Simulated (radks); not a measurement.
The numbers below are computed, except where a source is named.
Task: Species: neutral praseodymium. Configuration: [Xe] 4f3 6s2 (the NIST ground configuration). Level of theory: scalar-relativistic Kohn-Sham, Slater X-alpha with alpha = 0.736, spin-unpolarised, spherical densities, point nucleus (a radial shooting solver on a logarithmic mesh with Libxc functionals). Some entries of the table are withheld. Estimate them.

orbital  occ.  eigenvalue (eV)  <r^2> (bohr^2)
1s          2              (1)       0.0007899
2s          2        -6738.034         0.01253
2p          6        -6034.209        0.009993
3s          2        -1454.830         0.08470
3p          6        -1231.630             (2)
3d         10        -917.4832         0.07191
4s          2        -288.7807          0.4362
4p          6        -215.6916          0.4929
4d         10        -111.0346          0.6105
5s          2         -38.8284           2.538
5p          6         -21.1556           3.533
6s          2          -3.0775           22.91
4f          3          -1.3463             (3)

Result: 
(1) 1s eigenvalue (eV): -41830.38
(2) 3p <r^2> (bohr^2): 0.08463
(3) 4f <r^2> (bohr^2): 1.987
